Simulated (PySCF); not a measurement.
Parent: `[CH:1]#[C:2][CH2:3][PH2+:4][CH2:5][CH2:6][CH2:7][CH3:8]` (charge +1) with C2–C3–P4–C5 -179°, C3–P4–C5–C6 -167°, P4–C5–C6–C7 -57°, C5–C6–C7–C8 -174°, [C7H14P]+.

Method: PBE0-D3(BJ)/def2-SVP geometry optimisation, gas phase in PySCF 2.14.0. One conformer each, not checked by frequencies here.

```tsv
coordinate of the parent	value
C1≡C2	1.209 Å
C2–C3	1.450 Å
C3–P4	1.822 Å
P4–C5	1.808 Å
C5–C6	1.531 Å
C6–C7	1.524 Å
C7–C8	1.520 Å
C1–C2–C3	177.8°
C2–C3–P4	109.2°
C3–P4–C5	113.6°
P4–C5–C6	113.8°
C5–C6–C7	114.5°
C6–C7–C8	112.7°
```

How does the shared frame change in `[CH3:1][CH2:2][CH2:3][CH2:4][PH2+:5][CH2:6][CH2:7][O:8][CH3:9]` (charge +1) with C1–C2–C3–C4 175°, C2–C3–C4–P5 58°, C3–C4–P5–C6 52°, C4–P5–C6–C7 167°, P5–C6–C7–O8 39°, [C7H18OP]+? Atoms pair as C2 = C7, C3 = C6, P4 = P5, C5 = C4, C6 = C3, C7 = C2, C8 = C1 (parent first).

```json
{"parent": "C2–C3", "relative": "C7–C6", "value in the relative": "1.522 Å", "change": "+0.072"}
{"parent": "C3–P4", "relative": "C6–P5", "value in the relative": "1.813 Å", "change": "-0.009"}
{"parent": "P4–C5", "relative": "P5–C4", "value in the relative": "1.810 Å", "change": "+0.002"}
{"parent": "C5–C6", "relative": "C4–C3", "value in the relative": "1.530 Å", "change": "-0.001"}
{"parent": "C6–C7", "relative": "C3–C2", "value in the relative": "1.524 Å", "change": "0.000"}
{"parent": "C7–C8", "relative": "C2–C1", "value in the relative": "1.520 Å", "change": "0.000"}
{"parent": "C2–C3–P4", "relative": "C7–C6–P5", "value in the relative": "109.2°", "change": "0.0"}
{"parent": "C3–P4–C5", "relative": "C6–P5–C4", "value in the relative": "112.2°", "change": "-1.4"}
{"parent": "P4–C5–C6", "relative": "P5–C4–C3", "value in the relative": "114.0°", "change": "+0.2"}
{"parent": "C5–C6–C7", "relative": "C4–C3–C2", "value in the relative": "114.7°", "change": "+0.2"}
{"parent": "C6–C7–C8", "relative": "C3–C2–C1", "value in the relative": "112.7°", "change": "0.0"}
```

Of the parent's bonds, C2–C3 changes most (+0.072 Å). Bonds of the relative outside the shared frame: C7–O8 1.395, O8–C9 1.410 Å. Point group C1 → C1.
